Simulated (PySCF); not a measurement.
B(CCH)(Me)(OH) (C₃H₅BO), SMILES C(B(C)O)#C. Heavy atoms are numbered as in [B:1]([C:2]#[CH:3])([CH3:5])[OH:9]. Hydrogens are named by the atom that carries them.

Geometry optimised at PBE-D3(BJ)/def2-SVP. This is a generated structure with no PubChem entry under its InChIKey; it may be hypothetical. The values are those of a single conformer.

All values below come from PySCF with PBE/pcSseg-1.

GIAO shieldings, no solvent; atoms alike by connectivity are averaged. δ = σ(ref) − σ: ¹¹B against BF3 (σ = 83.9 ppm); ¹³C against TMS (σ = 182.0 ppm); ¹H against TMS (σ = 31.49 ppm); ¹⁷O against H2O (σ = 334.3 ppm), references at their B3LYP-D3(BJ)/def2-TZVP geometries, non-relativistic.

| atoms | nucleus | count | δ (ppm) |
|---|---|---|---|
| B1 | ¹¹B | 1 | 28.7 |
| C3 (CH) | ¹³C | 1 | 100.7 |
| C2 | ¹³C | 1 | ___ |
| C5 (CH3) | ¹³C | 1 | 11.3 |
| H on O9 | ¹H | 1 | ___ |
| H on C3 | ¹H | 1 | ___ |
| H on C5 | ¹H | 3 | ___ |
| O9 (OH) | ¹⁷O | 1 | 217.9 |

Complete the blanks. (An estimate is asked for; the answer gives what the named calculation found.)


- H on C5, δ (ppm): 1.16
- C2, δ (ppm): 94.4
- H on C3, δ (ppm): 3.18
- H on O9, δ (ppm): 6.38
